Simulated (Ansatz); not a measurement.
`[CH3][Cd][OH]`, relaxed with RKS PBE0-D4/def2-TZVP in Ansatz 0.2.0 from a GFN2-xTB geometry. The force threshold is 0.005 eV/Å; the program also tests the step.

Charge 0, multiplicity 1. Cd: def2 effective core potential.

Start:

```xyz
7

C     0.956   -0.614   -0.688
Cd   -0.899    0.388   -0.242
O    -1.515    1.065    1.500
H     1.755    0.115   -0.560
H     1.015   -1.050   -1.680
H     1.057   -1.396    0.064
H    -2.368    1.493    1.607
```

Task: By how much does the energy fall, and how many steps does the optimiser take? (Estimate.)

Result: Ansatz gave: 0.62 eV, in 9 steps, 1 of them rejected.

Task: Which bonds change most? (Best estimate.)

Result: Computed: C1–Cd2 from 2.155 to 2.086 Å; Cd2–O3 from 1.969 to 1.975 Å; C1–H5 from 1.085 to 1.090 Å; C1–H4 from 1.089 to 1.090 Å.

Task: Give the relaxed structure. (An estimate is asked.)

Result: Ansatz gave: 
```xyz
7

C     1.009   -0.633   -0.664
Cd   -0.463    0.324    0.461
O    -1.784    1.217    1.626
H     1.886    0.009   -0.757
H     0.628   -0.858   -1.661
H     1.302   -1.565   -0.179
H    -2.578    1.507    1.174
```
